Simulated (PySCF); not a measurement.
A calculated (r2SCAN, PySCF 2.14, x2c-TZVPall, the spin-free X2C one-electron Hamiltonian (Gaussian nucleus)) atom or ion has these occupied shells.

```tsv
shell	electrons	orbital energy (eV)	rms radius, mean of both spins (bohr)
1s α	1	-12562.8	0.0508
1s β	1	-12562.7	0.0508
2s α	1	-1656.8	0.212
2s β	1	-1656.8	0.212
2p α	3	-1460.0	0.189
2p β	3	-1459.9	0.189
3s α	1	-255.80	0.614
3s β	1	-255.71	0.614
3p α	3	-193.42	0.637
3p β	3	-193.31	0.637
3d α	5	-90.778	0.698
3d β	5	-90.603	0.698
4s α	1	-50.178	1.75
4s β	1	-48.849	1.75
4p α	1	-37.523	2.00
```

Problem. Name the element and its charge.

Solution. Se³⁺ (selenium, charge +3), in [Ar] 3d10 4s2 4p1, 2P determinant.
